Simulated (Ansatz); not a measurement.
Frontier orbitals of C6H17GeN, SMILES `C[CH2][GeH]([CH2]C)[N](C)C`.

Cartesian coordinates in Å:
```
C -1.952 0.800 -2.166
C -1.697 0.661 -0.671
Ge -0.313 -0.645 -0.198
C -0.632 -1.449 1.559
C -0.613 -0.427 2.688
N 1.311 0.242 -0.092
C 2.456 -0.560 0.259
C 1.622 1.203 -1.120
H -2.257 -0.153 -2.607
H -1.059 1.129 -2.703
H -2.743 1.526 -2.373
H -2.614 0.351 -0.159
H -1.411 1.620 -0.229
H -0.264 -1.759 -1.288
H 0.113 -2.231 1.728
H -1.599 -1.960 1.510
H 0.342 0.102 2.727
H -1.392 0.329 2.557
H -0.777 -0.898 3.662
H 2.849 -1.159 -0.581
H 3.275 0.082 0.609
H 2.213 -1.247 1.073
H 0.762 1.843 -1.326
H 1.940 0.745 -2.073
H 2.441 1.856 -0.788
```

The species carries charge 0 and has multiplicity 1. Correlated methods include outer-core shells of Ge, which these sets cover unevenly. Scalar relativity is left out up to krypton. The geometry is a stationary point of PBE0-D4/def2-TZVP. It is one conformer, not always the lowest. Basis def2-TZVPP, Ansatz 0.2.0.

```
functional  HOMO (eV)  LUMO (eV)  gap (eV)
       PBE      -4.68       0.26      4.94
    revPBE      -4.63       0.37      5.00
      PBE0      -5.98       1.06      7.04
     B3LYP      -5.78       0.75      6.53
   r2SCANh      -5.40       1.13      6.53
 CAM-B3LYP      -7.35       1.84      9.19
   ωB97M-V      -8.29       2.48     10.77
        HF      -9.26       3.64     12.90
```

Against PBE, PBE0 changes HOMO and LUMO by −1.30 and +0.80 eV, ωB97M-V by −3.62 and +2.22 eV. A gap of 4.93 eV thus becomes 10.77 eV for the same molecule, so an orbital gap means little without its functional. A positive LUMO is unbound and depends on the basis.

B3LYP here is the variant with VWN-RPA as its local correlation; programs differ in this.
